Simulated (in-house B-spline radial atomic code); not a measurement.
Ge³⁺. Computed with a B-spline radial atomic code. Model: all-electron spherical atom, spin shells full or empty, radial basis limit, no spin-orbit coupling: exact exchange with a local potential (Slater, KLI or optimised effective potential, whose far tail is KLI's), no correlation.

Empty minority-spin level lies below the highest occupied level: each spin potential is zero at infinity, spin occupations fixed.

The run also made RPA and GW results, which its time includes.

The Slater potential averages the orbital exchange potentials with the orbital densities as weights, KLI adds orbital constants, and the optimised effective potential minimises the exact-exchange energy among local potentials. So their energies lie above Hartree-Fock in the order OEP, KLI, Slater. All fall off as −1/r, unlike LDA and GGA exchange.

Command:
```bash
python run_gw.py task.json out
```
Settings (nuclear radius in fm, other lengths in bohr, energies in hartree):
```
Z                      32
electrons              29
configuration          [Ar] 3d10 4s1
hamiltonian            x2c
method                 kli
lmax                   9
rms_radius             4.0742
spin_polarised         True
box_radius             14.14
intervals              101
ion_configuration      [Ar] 3d10
```

Cost of the run: 9.8 s on 1 thread of Intel(R) Xeon(R) 6975P-C (Granite Rapids), with other jobs on the host.

Given: hamiltonian one-electron scalar X2C; mean-field start exchange-only KLI.

Computed: energy above Hartree-Fock 11.608 millihartree.

```json
{"radius (bohr)": "0.00156", "r times exchange potential up (hartree bohr)": "-0.041505", "r times exchange potential down (hartree bohr)": "-0.041947"}
{"radius (bohr)": "0.00194", "r times exchange potential up (hartree bohr)": "?", "r times exchange potential down (hartree bohr)": "?"}
{"radius (bohr)": "0.0024", "r times exchange potential up (hartree bohr)": "-0.063602", "r times exchange potential down (hartree bohr)": "-0.064283"}
{"radius (bohr)": "0.00297", "r times exchange potential up (hartree bohr)": "-0.078438", "r times exchange potential down (hartree bohr)": "-0.079281"}
{"radius (bohr)": "0.00368", "r times exchange potential up (hartree bohr)": "-0.096717", "r times exchange potential down (hartree bohr)": "-0.097762"}
{"radius (bohr)": "0.00456", "r times exchange potential up (hartree bohr)": "-0.11899", "r times exchange potential down (hartree bohr)": "-0.12029"}
{"radius (bohr)": "0.00565", "r times exchange potential up (hartree bohr)": "-0.14596", "r times exchange potential down (hartree bohr)": "-0.14757"}
{"radius (bohr)": "0.007", "r times exchange potential up (hartree bohr)": "-0.17824", "r times exchange potential down (hartree bohr)": "-0.18024"}
{"radius (bohr)": "0.00867", "r times exchange potential up (hartree bohr)": "-0.21632", "r times exchange potential down (hartree bohr)": "-0.21881"}
{"radius (bohr)": "0.0107", "r times exchange potential up (hartree bohr)": "?", "r times exchange potential down (hartree bohr)": "?"}
{"radius (bohr)": "0.0133", "r times exchange potential up (hartree bohr)": "-0.31007", "r times exchange potential down (hartree bohr)": "-0.31391"}
{"radius (bohr)": "0.0165", "r times exchange potential up (hartree bohr)": "-0.36423", "r times exchange potential down (hartree bohr)": "-0.36903"}
{"radius (bohr)": "0.0204", "r times exchange potential up (hartree bohr)": "-0.41864", "r times exchange potential down (hartree bohr)": "-0.42463"}
{"radius (bohr)": "0.0253", "r times exchange potential up (hartree bohr)": "-0.47012", "r times exchange potential down (hartree bohr)": "-0.47764"}
{"radius (bohr)": "0.0313", "r times exchange potential up (hartree bohr)": "-0.51074", "r times exchange potential down (hartree bohr)": "-0.52018"}
{"radius (bohr)": "0.0388", "r times exchange potential up (hartree bohr)": "-0.53391", "r times exchange potential down (hartree bohr)": "-0.54583"}
{"radius (bohr)": "0.0481", "r times exchange potential up (hartree bohr)": "-0.53506", "r times exchange potential down (hartree bohr)": "-0.55016"}
{"radius (bohr)": "0.0596", "r times exchange potential up (hartree bohr)": "-0.52529", "r times exchange potential down (hartree bohr)": "-0.54435"}
{"radius (bohr)": "0.0738", "r times exchange potential up (hartree bohr)": "-0.5444", "r times exchange potential down (hartree bohr)": "-0.56807"}
{"radius (bohr)": "0.0914", "r times exchange potential up (hartree bohr)": "-0.62921", "r times exchange potential down (hartree bohr)": "-0.65809"}
{"radius (bohr)": "0.113", "r times exchange potential up (hartree bohr)": "-0.75527", "r times exchange potential down (hartree bohr)": "-0.79052"}
{"radius (bohr)": "0.14", "r times exchange potential up (hartree bohr)": "-0.8714", "r times exchange potential down (hartree bohr)": "-0.91508"}
{"radius (bohr)": "0.174", "r times exchange potential up (hartree bohr)": "-0.93256", "r times exchange potential down (hartree bohr)": "-0.98766"}
{"radius (bohr)": "0.215", "r times exchange potential up (hartree bohr)": "-0.90859", "r times exchange potential down (hartree bohr)": "-0.97857"}
{"radius (bohr)": "0.267", "r times exchange potential up (hartree bohr)": "-0.82274", "r times exchange potential down (hartree bohr)": "-0.91248"}
{"radius (bohr)": "0.33", "r times exchange potential up (hartree bohr)": "-0.84153", "r times exchange potential down (hartree bohr)": "-0.95222"}
{"radius (bohr)": "0.409", "r times exchange potential up (hartree bohr)": "-1.0481", "r times exchange potential down (hartree bohr)": "-1.1831"}
{"radius (bohr)": "0.507", "r times exchange potential up (hartree bohr)": "-1.2643", "r times exchange potential down (hartree bohr)": "-1.4333"}
{"radius (bohr)": "0.628", "r times exchange potential up (hartree bohr)": "-1.3758", "r times exchange potential down (hartree bohr)": "-1.5893"}
{"radius (bohr)": "0.778", "r times exchange potential up (hartree bohr)": "-1.3457", "r times exchange potential down (hartree bohr)": "-1.6131"}
{"radius (bohr)": "0.964", "r times exchange potential up (hartree bohr)": "-1.1926", "r times exchange potential down (hartree bohr)": "-1.5208"}
{"radius (bohr)": "1.19", "r times exchange potential up (hartree bohr)": "-0.99704", "r times exchange potential down (hartree bohr)": "-1.375"}
{"radius (bohr)": "1.48", "r times exchange potential up (hartree bohr)": "-0.87534", "r times exchange potential down (hartree bohr)": "-1.2318"}
{"radius (bohr)": "1.83", "r times exchange potential up (hartree bohr)": "-0.88436", "r times exchange potential down (hartree bohr)": "-1.1335"}
{"radius (bohr)": "2.27", "r times exchange potential up (hartree bohr)": "-0.93587", "r times exchange potential down (hartree bohr)": "-1.0743"}
{"radius (bohr)": "2.81", "r times exchange potential up (hartree bohr)": "-0.97157", "r times exchange potential down (hartree bohr)": "-1.0414"}
{"radius (bohr)": "3.48", "r times exchange potential up (hartree bohr)": "-0.98837", "r times exchange potential down (hartree bohr)": "-1.0229"}
```

(1) What belongs in the row 0.00194?

(2) What belongs in the row 0.0107?

```
occupied  level (hartree)  Hartree-Fock level (hartree)
   1s up          -403.63                       -412.11
 1s down          -403.94                        -412.1
   2s up          -51.745                       -54.687
 2s down                ?                             ?
   2p up          -45.399                       -47.777
 2p down           -45.72                       -47.774
   3s up          -7.6565                       -8.6569
 3s down          -7.9912                       -8.6325
   3p up                ?                             ?
 3p down          -6.0424                       -6.4476
   3d up          -2.5123                       -2.8462
 3d down          -2.8389                       -2.8399
   4s up          -1.6457                       -1.6442
```

(3) What belongs in the row 2s down?

(4) What belongs in the row 3p up?

```csv
empty,level (hartree)
4s down,-1.8129
4p down,-1.3984
4p up,?
4d down,-0.85024
5s down,-0.80478
4d up,?
5s up,-0.76744
5p down,-0.67259
5p up,-0.64048
```

(5) What belongs in the row 4p up?

(6) What belongs in the row 4d up?

Answers

(1) r times exchange potential up (hartree bohr): -0.051531; r times exchange potential down (hartree bohr): -0.052081.

(2) r times exchange potential up (hartree bohr): -0.25963; r times exchange potential down (hartree bohr): -0.26271.

(3) level (hartree): -52.068; Hartree-Fock level (hartree): -54.677.

(4) level (hartree): -5.7086; Hartree-Fock level (hartree): -6.4559.

(5) level (hartree): -1.2718.

(6) level (hartree): -0.79424.

The highest level, 4s up, differs from Hartree-Fock by -0.039 eV and the deepest, 1s down, by +222 eV: a local potential can match the highest level but can't give each shell its own exchange.
